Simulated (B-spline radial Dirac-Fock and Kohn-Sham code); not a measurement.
**Atomic cerium: differential elastic cross section for electrons at 155 keV**

Method: relativistic (Dirac) partial waves in the static field of the Dirac-Fock atom with Furness-McCarthy exchange, without polarisation or absorption potentials. Computed with a radial atomic solver.

| θ (°) | dσ/dΩ (a₀²/sr) | Sherman function |
| --- | --- | --- |
| 5 | 1.09 | 0.000 |
| 10 | 0.101 | 0.001 |
| 15 | 0.0236 | 0.003 |
| 20 | 0.00833 | 0.003 |
| 25 | 0.00373 | 0.002 |
| 30 | 0.00195 | -0.001 |
| 35 | 0.00113 | -0.006 |
| 40 | 0.000706 | -0.013 |
| 45 | 0.000468 | -0.023 |
| 50 | 0.000325 | -0.035 |
| 55 | 0.000234 | -0.049 |
| 60 | 0.000174 | -0.065 |
| 65 | 0.000133 | -0.082 |
| 70 | 0.000103 | -0.101 |
| 75 | 8.20e-05 | -0.120 |
| 80 | 6.62e-05 | -0.140 |
| 85 | 5.42e-05 | -0.160 |
| 90 | 4.49e-05 | -0.179 |
| 95 | 3.77e-05 | -0.198 |
| 100 | 3.20e-05 | -0.216 |
| 105 | 2.74e-05 | -0.231 |
| 110 | 2.37e-05 | -0.245 |
| 115 | 2.07e-05 | -0.256 |
| 120 | 1.83e-05 | -0.263 |
| 125 | 1.63e-05 | -0.267 |
| 130 | 1.46e-05 | -0.266 |
| 135 | 1.33e-05 | -0.261 |
| 140 | 1.21e-05 | -0.251 |
| 145 | 1.12e-05 | -0.235 |
| 150 | 1.05e-05 | -0.214 |
| 155 | 9.87e-06 | -0.187 |
| 160 | 9.40e-06 | -0.156 |
| 165 | 9.04e-06 | -0.121 |
| 170 | 8.80e-06 | -0.083 |
| 175 | 8.66e-06 | -0.042 |

The total elastic cross section is 0.608 a₀², the first transport cross section 0.00145 a₀² and the second, weighted with (3/2) sin²θ, 0.00359 a₀². The mean deflection is ⟨1 − cos θ⟩ = 0.00239, and 0.022 % of the collisions scatter beyond 90°.
